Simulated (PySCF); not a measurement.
# Bond lengths and vibrations by method: AlH4NSi

These are calculations, not measurements. They come from PySCF 2.14.0, an open-source quantum chemistry program, on an isolated molecule that a program drew, which may never have been made. The molecule is AlH4NSi (charge 0, singlet), drawn as the SMILES string `[Al][NH][SiH3]`.

The geometry was optimised and harmonic frequencies were computed with HF and MP2, all in the cc-pV(D+d)Z basis, for the commonest isotopes, with a restricted reference for singlets and an unrestricted one otherwise, and a frozen core in MP2. Each result is a local minimum of its method.

Geometry at the HF minimum:
```xyz
7
AlH4NSi, angstrom
Al    0.6946    0.1330   -4.8408
N     0.8943    0.6347   -3.1062
Si   -0.2634    1.2161   -1.9578
H     1.8306    0.5718   -2.7280
H    -0.3864    0.3355   -0.7697
H    -1.5780    1.2633   -2.6447
H     0.0557    2.5774   -1.4604
```

Lengths of the bonds as drawn, in Å (atoms numbered as above):
| bond | HF | MP2 |
|---|---|---|
| Al1-N2 | 1.817 | 1.833 |
| N2-Si3 | 1.731 | 1.748 |
| N2-H4 | 1.012 | 1.027 |
| Si3-H5 | 1.484 | 1.486 |
| Si3-H6 | 1.484 | 1.486 |
| Si3-H7 | 1.484 | 1.486 |

Rotational constants, in GHz:
```
constant     HF    MP2
       A  35.43  32.91
       B  3.187  3.215
       C  3.024   3.03
```

Harmonic frequencies in cm^-1, each column in rising order, so a row needn't be the same motion in every method:
| rank | HF | MP2 |
|---|---|---|
| 1 | 138 | 137 |
| 2 | 164 | 146 |
| 3 | 419 | 393 |
| 4 | 588 | ? |
| 5 | 767 | 717 |
| 6 | 778 | 732 |
| 7 | 907 | 861 |
| 8 | 1021 | 970 |
| 9 | 1049 | 999 |
| 10 | 1076 | 1030 |
| 11 | 1160 | 1055 |
| 12 | 2278 | 2256 |
| 13 | 2286 | 2264 |
| 14 | 2304 | 2266 |
| 15 | 3701 | 3536 |

**Estimate the missing MP2 frequency from the HF column.**

A single factor s that minimises the squared misfit of MP2 against s times HF over the other rows is sum(HF x MP2) / sum(HF^2) = 0.9668, with an rms misfit of 33 cm^-1. For rank 4 it gives 0.9668 x 588 = 568 cm^-1. The calculation gives 572 cm^-1, 4 cm^-1 above the estimate. The drawn bonds are on average 0.6 % longer in MP2 than in HF.
